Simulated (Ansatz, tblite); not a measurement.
Removing and adding an electron: Si₂₀H₂₆. Total charge 0; singlet. Geometry: PBE-D4/def2-SVP. Ansatz, gas phase; energy differences of separate SCF runs; the oxidised species was run as a doublet alone; the reduced species was run as a doublet alone.

```xyz
46

Si   -1.384   -1.282    3.970
Si   -0.167   -3.898   -2.065
Si   -0.678    0.129   -3.641
Si   -1.944    2.017    2.595
Si   -1.479    2.776   -1.122
Si   -1.067   -0.817    0.165
Si    1.976   -1.446    2.436
Si    2.401   -1.044   -1.490
Si    1.551    1.838    0.999
Si    2.070    2.558   -2.688
Si   -1.383   -3.117   -0.207
Si   -2.327   -0.248    2.077
Si    0.724   -0.214    4.017
Si   -1.836    0.500   -1.624
Si    2.112   -3.352   -1.834
Si    1.639    0.309   -3.259
Si   -2.597    3.437    0.840
Si    0.375    1.941    3.043
Si    0.816    3.172   -0.787
Si    1.236   -0.428    0.450
H    -2.211   -0.984    5.195
H    -1.234   -2.776    3.832
H    -0.322   -5.394   -2.190
H    -0.713   -3.270   -3.320
H    -1.071    1.222   -4.607
H    -1.034   -1.192   -4.272
H    -2.681    2.372    3.867
H    -1.953    3.605   -2.294
H     1.667   -2.920    2.509
H     3.465   -1.247    2.571
H     3.865   -0.744   -1.262
H     3.028    2.060    1.241
H     1.703    3.449   -3.850
H     3.541    2.737   -2.403
H    -2.854   -3.404   -0.385
H    -0.907   -3.856    1.020
H    -3.779   -0.579    1.827
H    -3.316    0.261   -1.820
H     2.883   -3.817   -3.045
H     2.652   -4.076   -0.624
H     2.385   -0.033   -4.529
H    -4.092    3.335    0.658
H    -2.257    4.872    1.158
H     0.831    3.064    3.941
H     1.346   -0.155    5.390
H     1.019    4.638   -0.482
```

The xTB rows come from tblite. Correlated methods freeze 100 core orbitals. Single mean-field runs in def2-SVP are fitted with def2-universal-jkfit. HOMO above LUMO, or a gap near zero within one spin, warns that the state may not be the lowest or that an electron is smeared out.

```tsv
level	−HOMO (eV)	vertical IE (eV)	−LUMO (eV)	vertical EA (eV)	HOMO–LUMO gap (eV)	IE − EA (eV)	remarks
GFN1-xTB	11.15	12.40	8.66	7.25	2.49	5.15	–
r2SCAN-D4/def2-SVP	6.45	7.95	2.17	0.80	4.28	7.15	HOMO above zero (-1 doublet), gap within one spin near zero (+1 doublet)
PBE0-D4/def2-SVP	7.14	8.23	1.60	0.70	5.54	7.53	HOMO above zero (-1 doublet)
CAM-B3LYP-D4/def2-SVP	8.20	8.51	0.43	0.23	7.77	8.27	HOMO above zero (-1 doublet)
```

Problem. Estimate the rows for GFN2-xTB, PBE-D4/def2-SVP, B2PLYP/def2-SVP, PBE-QIDH/def2-SVP.

Solution. 
```json
{"level": "GFN2-xTB", "−HOMO (eV)": "8.72", "vertical IE (eV)": "10.11", "−LUMO (eV)": "5.98", "vertical EA (eV)": "4.55", "HOMO–LUMO gap (eV)": "2.74", "IE − EA (eV)": "5.57", "remarks": "–"}
{"level": "PBE-D4/def2-SVP", "−HOMO (eV)": "6.18", "vertical IE (eV)": "7.75", "−LUMO (eV)": "2.25", "vertical EA (eV)": "0.89", "HOMO–LUMO gap (eV)": "3.93", "IE − EA (eV)": "6.86", "remarks": "HOMO above zero (-1 doublet), gap within one spin near zero (+1 doublet)"}
{"level": "B2PLYP/def2-SVP", "−HOMO (eV)": "–", "vertical IE (eV)": "8.16", "−LUMO (eV)": "–", "vertical EA (eV)": "0.36", "HOMO–LUMO gap (eV)": "–", "IE − EA (eV)": "7.80", "remarks": "–"}
{"level": "PBE-QIDH/def2-SVP", "−HOMO (eV)": "–", "vertical IE (eV)": "8.53", "−LUMO (eV)": "–", "vertical EA (eV)": "0.47", "HOMO–LUMO gap (eV)": "–", "IE − EA (eV)": "8.07", "remarks": "–"}
```

Relaxing the reduced species (PBE-D4/def2-SVP) changes its energy by -0.27 eV at PBE-D4/def2-SVP, so the adiabatic electron affinity to this nearest minimum is 1.16 eV. At PBE0-D4/def2-SVP it is 1.01 eV.     A HOMO above zero means that the electron is unbound at that level or that self-interaction error raises the level; the energy of removing that electron tells which. Raw xTB energy differences between charge states are shifted by several eV; the methods need an empirical correction for them. Sets without diffuse functions give affinities that are too small.
